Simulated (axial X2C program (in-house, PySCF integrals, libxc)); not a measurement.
**GeCl⁻: cheaper levels and CCSD(T), two-component**

All values were computed with an axial X2C code built on PySCF integrals. Two-component (2c) means X2C with spin–orbit coupling and atomic mean-field two-electron Coulomb and Gaunt terms. Basis: Ge dyall-acv3z [10s10p8d5f1g], Cl dyall-av3z [9s8p3d2f] (cores contracted in-house); Gaussian nuclei, density fitting, unrestricted open shells. Masses: Ge 73.921 u, Cl 34.969 u.

State: Ω = 1 (⟨Sz⟩ = 1.00, ⟨Lz⟩ = 0.00 at HF); fragments Ge + Cl-.

```csv
level,Re (Å),ωe (cm⁻¹)
PBE0,2.352,277.7
HF,2.414,244.9
MP2,2.370,274.2
CCSD,2.382,267.6
PBE50,2.335,285.5
```

Correlated methods: 12 electrons correlated (number of frozen shells: Ge 3 s, 2 p, 1 d; Cl 2 s, 1 p), 264 virtual spin orbitals or spinors in MP2, 90 natural virtuals in coupled cluster.

CCSD(T), same Hamiltonian and basis:

Re = 2.381 Å, ωe = 269.7 cm⁻¹; T1 = 0.013 (Lee–Taylor normalisation).

**Question.** Give the differences from CCSD(T) in the columns below.

**Answer.** 

```json
{"level": "PBE0", "ΔRe (Å)": "-0.029", "Δωe (cm⁻¹)": "8.0"}
{"level": "HF", "ΔRe (Å)": "0.033", "Δωe (cm⁻¹)": "-24.8"}
{"level": "MP2", "ΔRe (Å)": "-0.011", "Δωe (cm⁻¹)": "4.5"}
{"level": "CCSD", "ΔRe (Å)": "0.001", "Δωe (cm⁻¹)": "-2.1"}
{"level": "PBE50", "ΔRe (Å)": "-0.046", "Δωe (cm⁻¹)": "15.8"}
```

Occupations by symmetry block were frozen at the best pattern of an incomplete PBE0 search. De is not given where an atomic determinant may have missed its ground term or J level, or where the truncated virtual space spoils (T). Density functionals use the spin component along the axis (collinear). CCSD and (T) use frozen natural virtuals with an MP2 correction for the truncation; (T) itself is uncorrected, so its De runs slightly low. Other states lie close and PBE0, whose exact exchange favours high spin, may order them wrongly; the determinant shown need not be the ground state. The nearest other 2c determinant of the search, Ω = 0, lies 0.61 eV up at the distance of the search. The functionals have no current-density term, which raises determinants with orbital currents, atoms included. With several unpaired electrons one determinant need not be a pure state. Open-shell Ω = 0 determinants with evenly filled partner blocks cannot be reached by this program, so the Ω shown need not be the lowest component. This is the Ω = 1 component of a π² triplet; the 0⁺ component is not one determinant and can lie lowest. The highest occupied level of some functionals is positive through self-interaction error; at Hartree–Fock it is bound. With the outer-core shells frozen, correlated bond lengths of heavy atoms tend to come out a few hundredths of an ångström too long.
